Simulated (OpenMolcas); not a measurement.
**Tm2+ in NaCl: curves along the breathing mode**

Tm2+ with its 6 nearest chloride ions, on the Na site of NaCl (a = 5.64056 Å, distance in the model lattice 2.820 Å). The rest of the host is ab initio model potentials to 7.6 Å, with orthogonalisation functions on the cations behind the ligands, and point charges beyond; the distance is set by hand and nothing relaxes, and no local charge compensation is placed. Ligand basis ANO-RCC-VDZP.

```yaml
Program: OpenMolcas 26.06
Method: "SS-CASPT2, IPEA 0.25 Eh, imaginary shift 0.1 Eh (closed shells correlated: 5s 5p and the ligand valence shells)"
Basis: ANO-RCC-VDZP [7s6p4d2f1g]
Scalar_Hamiltonian: DKH2, point nucleus
Active_space: 13 electrons in 7 orbitals (4f)
State_averaging: 2S+1 = 2 odd, 7 roots
Spin-orbit_coupling: state interaction with AMFI integrals over the reference wave functions
```

Spin-free energies (labels of O, the rotations of Oh) in cm-1 above the lowest fitted minimum, as all ligands move together:

```tsv
R (Å)	2T1	2T2	2A2
2.616	30	180	310
2.677	440	590	740
2.739	2300	2450	2580
2.801	5360	5520	5630
2.862	9420	9570	9700
2.924	14530	14630	14800
2.985	20500	20620	20750
```

Cubic fits give the following; the wavenumber is harmonic, with the mass of all moving ligands, small differences in it between states hang on the degree of the fit, a number in brackets counts states of one label, and the table is a selection of at most 14 states with clean curves.

| State | R0 (Å) | Breathing mode (cm-1) | Minimum (cm-1) |
| --- | --- | --- | --- |
| 2T1 | 2.626 | 244 | 0 |
| 2T2 | 2.625 | 243 | 140 |
| 2A2 | 2.626 | 244 | 280 |

For an f ion spin-orbit coupling outweighs the ligand field, so these spin-free curves are not those of observable levels.

Roots that are degenerate in the reference are averaged as groups; the widest CASPT2 spread within a group is 39 cm-1 (the 3-fold group of multiplicity 2 near 146 cm-1 above the lowest state of its run, R = 2.677). Shifts and gaps below about the spread of the groups concerned are not significant. Over all roots computed the reference weight is 0.65 in R = 2.616, 0.65 in R = 2.677, 0.65 in R = 2.739, 0.65 in R = 2.801, 0.65 in R = 2.862, 0.65 in R = 2.924, 0.65 in R = 2.985; a low but even weight reflects the number of correlated electrons. Splittings of an f shell from a small cluster at a set distance can be off by tens of per cent, mostly too small. No measured value stands beside these numbers.
